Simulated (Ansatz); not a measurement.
Al(H2O)F3 (AlOF3H2). Total charge 0; singlet. Geometry PBE0-D4/def2-SVP, basis def2-TZVP, Ansatz.

```xyz
7

Al   -0.326    0.439    0.631
O     0.369   -0.865   -0.638
H    -0.122   -0.803   -1.471
H     1.301   -0.680   -0.831
F     1.103    1.289    0.759
F    -0.839   -0.409    1.959
F    -1.487    1.031   -0.409
```

```tsv
run	HOMO (eV)	LUMO (eV)
A	-9.08	-1.04
B	-10.36	-1.29
C	-13.21	0.71
D	-8.59	-1.78
E	-8.86	-1.93
F	-10.66	-0.86
```

B3LYP takes the VWN-RPA correlation.

**Question.** The runs used B3LYP, LDA (SPW92), PBE, PBE0, r2SCAN, ωB97M-V. Estimate which is which.

**Answer.** A r2SCAN (0 % exact exchange); B B3LYP (20 % exact exchange); C ωB97M-V (range-separated); D PBE (0 % exact exchange); E LDA (SPW92) (0 % exact exchange); F PBE0 (25 % exact exchange). Exact exchange lowers occupied and raises empty levels; among semilocal functionals meta-GGAs tend to open the gap a little, and such runs are hard to tell apart. The gap grows from 6.81 eV (PBE) to 13.92 eV (ωB97M-V).
